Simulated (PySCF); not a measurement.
## Static response to an electric field

Compound: 4-mercaptophenol, C₆H₆OS.
Cartesian coordinates in Å at the GFN2-xTB level; atoms count from 1:
```
atom  x, y, z in Å
O1    -2.7247    0.6199   -0.0286
C2    -1.4078    0.2803   -0.0138
C3    -0.9827   -1.0430    0.0243
C4     0.3660   -1.3400    0.0348
C5     1.3043   -0.3174    0.0102
S6     3.0212   -0.7509    0.0276
C7     0.8841    1.0057   -0.0261
C8    -0.4635    1.3022   -0.0387
H9    -3.2688   -0.1766   -0.0048
H10   -1.7100   -1.8437    0.0459
H11    0.6961   -2.3670    0.0609
H12    3.4820    0.4977   -0.0019
H13    1.6077    1.8077   -0.0456
H14   -0.8047    2.3245   -0.0662
```

Level: CAM-B3LYP/def2-SVPD (PySCF), static field, nuclei fixed, core orbitals frozen in the response. The polarisability tensor in these axes (au):

```
x   131.46  -5.36   0.36
y    -5.36  94.32  -1.00
z     0.36  -1.00  58.05
```

What are the eigenvalues, a third of the trace, and Δα (Δα² = ½Σ(αi − αj)² over the three pairs)?

Principal values 58.02, 93.59 and 132.22 au; mean 94.61 au = 14.02 Å³ = 15.60 × 10⁻⁴⁰ C²·m²/J; Δα = 64.27 au (68 % of the mean).

What is the dipole moment, and where does it point?

(-1.02, -0.35, 0.02) D, 1.08 D in size, pointing from the negative to the positive side. Measured along this direction, the outermost atoms are H12 at the negative end and H9 at the positive end.

Give the eigenvalues of the traceless quadrupole moment Θ = ½Σq(3rr − r²1), origin at the centre of nuclear charge.

-9.72, -8.67, 18.39 D·Å. The values depend on the origin, since the dipole doesn't vanish. The electronic extent ⟨r²⟩ about the same centre is 1277 bohr², a root-mean-square distance of 2.33 Å for the 66 electrons.

Estimate the molar refractivity from the static electronic polarisability.

Lorentz–Lorenz: R = (4π/3)N_A α = 2.5225 cm³/(mol·Å³) × 14.02 Å³ = 35.4 cm³/mol, in the limit of long wavelengths.

In a dilute gas of rigid molecules at 350 K, how does the orientational term μ²/3kT compare with the electronic polarisability?

In Gaussian units μ²/3kT = 8.02 Å³ against 14.02 Å³, a ratio of 0.57; the Debye molar polarisation (4π/3)N_A(α + μ²/3kT) is 55.6 cm³/mol, leaving out the vibrational part.

Find the Langevin capture rate constant for NH4+ (18.034 u) meeting this molecule (126.014 u), k = 2.342 × 10⁻⁹ cm³/s × √(α in Å³ / reduced mass in u).

The reduced mass is 15.78 u, so k = 2.21 × 10⁻⁹ cm³/s. The formula leaves out the permanent dipole, which adds to the capture rate.

One conformer (not necessarily the lowest) at the GFN2-xTB geometry, without solvent, vibrations or thermal averaging.
